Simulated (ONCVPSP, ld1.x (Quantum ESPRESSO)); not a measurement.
## Hardness and transferability of assorted potentials

Generated with ld1.x 7.5 (TM, RRKJ, ultrasoft, PAW), atompaw 4.2 or ONCVPSP 4.0.1. The cutoff is in Ry: for ld1.x and atompaw files where the sum of valence levels is converged to 10 mRy in a Bessel basis, for ONCV files where the hardest occupied wave has 1 mHa per electron of residual kinetic energy. The error is the largest all-electron minus pseudo excitation energy over each file’s own four to seven test configurations (ionisations up to +4, promotions, holes and added fractions of an electron), all of which were solved. The labels leave out finer settings (local radius, basis sizes, second energies), which also bear on the numbers. Spin-polarised tests are not counted. The rows are a selection from randomly drawn settings: files with unsolved tests, undetermined cutoffs or missed reference levels are left out.

```tsv
element	potential	cutoff (Ry)	largest error (meV)	bound ghosts
F	ONCV, PBEsol, scalar-relativistic, rc 0.65/1.20/1.00 (spd), local smoothed, core correction yes, reference 2s1.5 2p5.5, qcut 12/12.5/8.5, projectors 2/2/2	116	+134	none
S	ONCV, PBE, scalar-relativistic, rc 0.95/0.85/1.00 (spd), local smoothed, core correction yes, reference 2s2 2p6 3s2 3p4, qcut 9.9/18.6/9.6, projectors 2/2/2	276	-552	none
V	ONCV, PBE, scalar-relativistic, rc 2.25/2.45/2.25 (spd), local smoothed, core correction no, reference 3d3, qcut 2.7/3/7.4, projectors 2/2/2	40	+577	none
As	ONCV, PBEsol, scalar-relativistic, rc 0.90/1.05/1.25 (spd), local smoothed, core correction no, reference 3s2 3p6 3d10 4s1.5 4p3.5, qcut 16.1/13.4/10.5, projectors 2/3/3	173	-23	none
Pd	ONCV, LDA (Perdew-Zunger), fully relativistic, rc 1.40/1.55/1.30 (spd), local smoothed, core correction yes, reference 4s2 4p6 4d8, qcut 8.8/11.1/8, projectors 3/2/2	67	+3.5	none
Sb	ONCV, PBE, scalar-relativistic, rc 1.20/1.10/1.10 (spd), local d, core correction yes, reference 4s2 4p6 4d10 5s2 5p3, qcut 8.7/9.8/12, projectors 2/2/0	100	-84	none
Hf	TM semilocal, Wu–Cohen, scalar-relativistic, rc 2.90/4.05/2.25/4.35 (spdf), local s, core correction yes, reference 5d2 6s1.75 6p0.25	21	-102	none
```

Task: Fill in the row for Cr: ONCV, PBE, scalar-relativistic, rc 1.45/1.20/1.15 (spd), local smoothed, core correction yes, reference 3s2 3p6 3d5, qcut 11/12.4/14.4, projectors 3/2/1.

Result: cutoff 149 Ry, largest error +11 meV, bound ghosts: none.

Task: Fill in the row for Tc: ONCV, PBE, scalar-relativistic, rc 1.45/1.25/2.20 (spd), local smoothed, core correction yes, reference 4s2 4p6 4d6 5s1, qcut 5.7/4.2/5.7, projectors 2/2/2.

Result: cutoff 156 Ry, largest error -174 meV, bound ghosts: none.
